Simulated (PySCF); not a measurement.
**AsBr⁺: energy against distance**

Set-up: PySCF, no relativity, basis sets As def2-TZVPPD, Br def2-TZVPPD. Energies in eV from As⁺ + Br in their ground configurations at the same level. State: ²Π (doublet), unpaired electrons π ↑.

```json
{"R (Å)": "1.881", "UHF-MP2": "-2.214"}
{"R (Å)": "1.968", "UHF-MP2": "-3.085"}
{"R (Å)": "2.056", "UHF-MP2": "-3.543"}
{"R (Å)": "2.121", "UHF-MP2": "-3.691"}
{"R (Å)": "2.187", "UHF-MP2": "-3.715"}
{"R (Å)": "2.253", "UHF-MP2": "-3.645"}
{"R (Å)": "2.340", "UHF-MP2": "-3.446"}
{"R (Å)": "2.449", "UHF-MP2": "-3.082"}
{"R (Å)": "2.581", "UHF-MP2": "-2.467"}
{"R (Å)": "2.756", "UHF-MP2": "-1.395"}
```

Question: Put a parabola through the three lowest points of the UHF-MP2 curve and estimate Re, k and ωe (reduced mass 38.43 u; 1 eV/Å² = 0.16022 mdyn/Å; ωe = 1302.8·√(k/μ) cm⁻¹).

Answer: Through R = 2.121, 2.187, 2.253 Å the second-order coefficient is 10.8 eV/Å², so Re ≈ 2.171 Å, k ≈ 3.46 mdyn/Å and ωe ≈ 391 cm⁻¹. A polynomial fit of higher order to the unrounded UHF-MP2 energies gives Re = 2.168 Å, k = 3.75 mdyn/Å, ωe = 407 cm⁻¹; anharmonicity and rounding make the difference.

The higher-order fit for each curve: UHF-MP2: Re = 2.168 Å, ωe = 407 cm⁻¹, De = 3.72 eV.

Correlated steps freeze 18 core orbitals. Spin–orbit coupling is left out. For an ion De counts to the pair picked by the measured ionisation energies or electron affinities, which need not be the lowest pair at this level. The state was picked by a PBE0 search and need not be the measured ground state.
